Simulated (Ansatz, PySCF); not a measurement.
Pair of molecules: C2H2 (SMILES C#C) (first 4 atoms) with CH3Cl (SMILES CCl); geometry from B3LYP-D3(BJ)/def2-TZVP, rigid monomers moved along the line of their centres of mass till H3···Cl6 is 3.86 Å.
(charge 0, multiplicity 1):
```xyz
9

C      0.411     0.076     0.035
C      0.550    -0.820    -0.747
H      0.283     0.860     0.745
H      0.676    -1.608    -1.449
C     -0.514    -0.500     4.534
Cl    -0.465     1.297     4.504
H      0.246    -0.846     5.228
H     -1.503    -0.804     4.864
H     -0.314    -0.861     3.530
```

Counterpoise-corrected where a basis set is named; no monomer relaxation. Rows marked so take none.

Cores are frozen in the correlated methods. Rows in 6-31G*, STO-3G carry no dispersion term and start afresh at each structure (6-31G* with six Cartesian d functions). MP2/6-31G* freezes PySCF's default core.

Codes used: Ansatz (a program for electronic structure); PySCF for 6-31G* rows, STO-3G rows, the dispersion terms. Each number belongs to the level named beside it.

```csv
level,interaction energy (kcal/mol)
HF/STO-3G (no counterpoise),-0.35
PBE-D3(BJ)/def2-TZVPPD,-1.12
BP86/6-31G* (no counterpoise),-0.50
B3LYP-D4/def2-TZVPPD,-0.93
PBE0-D3(BJ)/def2-TZVPPD,-1.11
M06-2X/6-31G* (no counterpoise),-1.02
wB97X-V/def2-TZVPPD,-0.98
MP2/6-31G*,-0.74
CCSD/aug-cc-pV(D+d)Z,…
```

Question: Fill in the missing entries.

Answer: 
- CCSD/aug-cc-pV(D+d)Z, interaction energy (kcal/mol): -0.87
